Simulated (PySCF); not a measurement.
Numbering as in the mapped SMILES `[OH:1][CH2:2][CH2:3][C:4]#[N+:5][AlH3-:6]`. Each H is labelled by its parent atom.

Geometry: PBE0-D3(BJ)/def2-SVP; GIAO absolute shieldings from PySCF, gas phase, non-relativistic, averaged over equivalent atoms.

At B97-2/pcSseg-1 (149 basis functions, 14 s wall time on 1 thread of an x86-64 server CPU, shared host):
```
 atoms  σ (ppm)
    O1    282.0
    C4     47.3
    C2    120.5
    C3    159.1
    N5     22.1
   Al6    446.4
 H(C2)    27.23
H(Al6)    27.49
 H(O1)    28.08
 H(C3)    28.98
```

**Question.** Estimate the result of repeating the calculation with PBE0/6-311+G(2d,p).

**Answer.** 
| atoms | σ at PBE0/6-311+G(2d,p) | change |
| --- | --- | --- |
| O1 | 281.8 | -0.2 |
| C4 | 50.0 | +2.7 |
| C2 | 124.4 | +3.9 |
| C3 | 162.5 | +3.4 |
| N5 | 22.7 | +0.6 |
| Al6 | 437.9 | -8.5 |
| H(C2) | 27.34 | +0.11 |
| H(Al6) | 27.13 | -0.36 |
| H(O1) | 28.29 | +0.21 |
| H(C3) | 29.09 | +0.11 |

The largest change is at Al6 (aluminium bonded to N, 3 H). Cost: 218 basis functions, 25 s wall time on 1 thread of an Arm Neoverse V2, shared host. The order of the carbon signals is the same at both levels.
